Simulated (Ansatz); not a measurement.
One change: `F[SiH2]N[SiH3]` becomes `[SiH3]N[SiH2]O[SiH3]`.

Ansatz, PBE0-D4/def2-TZVP geometries, multiplicity 1. Each molecule was computed in one conformer, which needn't be the lowest.

| property | `F[SiH2]N[SiH3]` |
| --- | --- |
| LUMO energy (PBE/def2-TZVPP) / eV | -0.84 |
| HOMO energy (PBE0/def2-TZVPP) / eV | -8.13 |
| size of the dipole moment (B3LYP/def2-TZVPP) / D | 1.72 |
| HOMO–LUMO gap (PBE/def2-TZVPP) / eV | 5.93 |
| size of the dipole moment (ωB97M-V/def2-TZVPP) / D | 1.71 |
| HOMO energy (ωB97M-V/def2-TZVPP) / eV | -10.44 |

Q: What does the change do to each property? (Estimate.)

A: The calculation gave: 
| property | `[SiH3]N[SiH2]O[SiH3]` | shift |
| --- | --- | --- |
| LUMO energy (PBE/def2-TZVPP) / eV | -0.88 | -0.04 |
| HOMO energy (PBE0/def2-TZVPP) / eV | -7.88 | 0.25 |
| size of the dipole moment (B3LYP/def2-TZVPP) / D | 1.04 | -0.68 |
| HOMO–LUMO gap (PBE/def2-TZVPP) / eV | 5.64 | -0.29 |
| size of the dipole moment (ωB97M-V/def2-TZVPP) / D | 1.05 | -0.66 |
| HOMO energy (ωB97M-V/def2-TZVPP) / eV | -10.20 | 0.24 |

With PBE0 the HOMO rises by 0.25 eV and the LUMO falls by 0.05 eV, so the gap narrows by about 0.30 eV. PBE moves the HOMO by 0.23 eV and ωB97M-V by 0.24 eV. Dipoles are sizes alone; their direction can turn.

B3LYP here is the variant with VWN-RPA as its local correlation; programs differ in this.
